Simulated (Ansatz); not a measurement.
```yaml
crystal:
  periodic: [false, false, false]
  atoms:
    - {symbol: O, position_ang: [1.814837, 0.901166, -0.791129]}
    - {symbol: Si, position_ang: [0.574122, -0.187954, -0.597318]}
    - {symbol: Si, position_ang: [0.848466, -1.242294, 1.464043]}
    - {symbol: Si, position_ang: [-1.545395, 0.727712, -0.978757]}
    - {symbol: H, position_ang: [1.761053, 1.497673, -1.540270]}
    - {symbol: H, position_ang: [0.837436, -0.292579, 2.611917]}
    - {symbol: H, position_ang: [2.124881, -2.004487, 1.493206]}
    - {symbol: H, position_ang: [-0.286773, -2.192781, 1.614798]}
    - {symbol: H, position_ang: [-1.923907, 1.806200, -0.020829]}
    - {symbol: H, position_ang: [-1.597644, 1.303190, -2.352432]}
    - {symbol: H, position_ang: [-2.541773, -0.372747, -0.882630]}
basis:
  gaussian: {orbitals: def2-TZVPD, final_grid: {core_spheres: 1, valence_spheres: 1, degree: 5}}
magnetization: {spin_polarized: true, initial_magnetization: 1}
hamiltonian: {xc: {name: r2SCAN}}
output: {forces: true}
```

```sh
$ ansatz run in.yaml --threads 4 --pin off --events-out ev --progress --plain --max-ram 10444MiB
```

Output, abridged:

```
Functional definition: r2SCAN
1366 factors; their error is unknown
mean field evaluation 1: about -25786.2336 eV, gradient 4.1e1 eV
mean field evaluation 2: about -25752.5075 eV, gradient 9.5e1 eV
mean field evaluation 4: about -25792.0537 eV, gradient 4.7e0 eV
mean field evaluation 8: about -25748.1451 eV, gradient 1.1e2 eV
mean field evaluation 16: about -25760.0140 eV, gradient 1.1e-1 eV
mean field -25760.01426471 eV, -946.6630634632 hartree, gradient 7.4e-5 eV, S^2 0.764281; 0 other end points of the search recorded, 0 dependent functions left out
reference -25760.01444513 eV, -946.6630700937 hartree; 29, 28 occupied and 203, 204 virtual orbitals, 1366 factors
Total energy: -25760.01444513 eV, -946.6630700937 hartree
Atom 0 at     1.814837     0.901166    -0.791129 Å, force    -5.735941     1.231195    -8.768078 eV/Å
Atom 1 at     0.574122    -0.187954    -0.597318 Å, force     2.998089     6.952571     4.670767 eV/Å
Atom 2 at     0.848466    -1.242294     1.464043 Å, force    -0.146824    -1.227083    -2.095840 eV/Å
Atom 3 at    -1.545395     0.727712    -0.978757 Å, force     0.830419    -0.801583    -1.164292 eV/Å
Atom 4 at     1.761053     1.497673    -1.540270 Å, force    -0.644672    -6.890717     9.327255 eV/Å
Atom 5 at     0.837436    -0.292579     2.611917 Å, force    -0.128424    -0.253900    -1.365083 eV/Å
Atom 6 at     2.124881    -2.004487     1.493206 Å, force    -2.282088     1.047169    -1.234564 eV/Å
Atom 7 at    -0.286773    -2.192781     1.614798 Å, force     1.820244     1.394293    -0.017821 eV/Å
Atom 8 at    -1.923907     1.806200    -0.020829 Å, force     1.181641    -1.049985    -0.975585 eV/Å
Atom 9 at    -1.597644     1.303190    -2.352432 Å, force     0.649231    -1.903471     1.974353 eV/Å
Atom 10 at    -2.541773    -0.372747    -0.882630 Å, force     1.458324     1.501512    -0.351114 eV/Å
Dipole moment:    -0.053587     0.031929    -0.252188 e Å
```

In this input the integration grid is far too coarse. The calculation finished and met its thresholds. The result belongs to that input, not to the molecule as meant.
